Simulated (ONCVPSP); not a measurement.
**Before and after: ONCV potential for copper (Cu)**

copper, optimised norm-conserving Vanderbilt (ONCV), made with ONCVPSP 4.0.1 (Wu-Cohen, non-relativistic). Core [Ne], reference 3s2 3p6 3d10 4s0.5 4p0.5. Waves: 3s+4s: rc 1.30 bohr, ncon 4, nbas 8, qcut 9.3 1/bohr, 2 projectors; 3p+4p: rc 1.05 bohr, ncon 4, nbas 7, qcut 11.5 1/bohr, 2 projectors; 3d: rc 1.40 bohr, ncon 4, nbas 8, qcut 9.4 1/bohr, 2 projectors, debl 3.5 Ha. Local part: polynomial inside 0.85 bohr (lpopt 3, dvloc0 2 Ha). Core correction: Teter function, fcfact 3.5, rcfact 1.35.

Change: all radii but the core radius scaled by about 0.87 (s 1.12, p 0.92, d 1.22 bohr); local potential polynomial inside 0.74 bohr (lpopt 3, dvloc0 2 Ha).

Cutoffs: the cutoffs (Ha) at which the residual kinetic energy of the hardest occupied pseudo-wave falls to 1 and 0.1 mHa per electron; they do not see the model core or the augmentation charge, which bear on the density cutoff. Errors are all-electron minus pseudo energies relative to the spin-unpolarised reference configuration.

Task: How do hardness, ghosts and transferability respond?

Result: The potential gets harder (46 Ha and 108 Ha → 136 Ha and 167 Ha); of the 3 tests that both files solve, the error grows in 0 and shrinks in 2 by more than 15 % and 0.3 meV (median size 3.6 → 2.6 meV); neither file shows a bound ghost. A smaller radius makes the pseudo-wave follow the all-electron one further in, where it bends more sharply, so more plane waves are needed.

| quantity | base | changed |
| --- | --- | --- |
| cutoff, loose | 46 Ha | 136 Ha |
| cutoff, tight | 108 Ha | 167 Ha |
| loose cutoff by channel | s 26 Ha, p 46 Ha, d 43 Ha | s 35 Ha, p 43 Ha, d 136 Ha |
| bound ghosts | none | none |
| GHOST(+) flags under 300 eV | none | none |
| tests with a reliable result | 3 of 4 | 3 of 4 |
| error for 3s2 3p6 3d10 4s1 4p0, meV [ΔE -1.96 eV] | -0.3 | -0.4 |
| error for 3s2 3p6 3d10 4s0 4p0, meV [ΔE 5.89 eV] | +3.6 | +2.6 |
| error for 3s2 3p5 3d10 4s1 4p0, meV [ΔE 76.54 eV] | -182 | -96 |
| rms error of d²Exc/dni dnj with the model core, mHa | 0.65 | 0.70 |
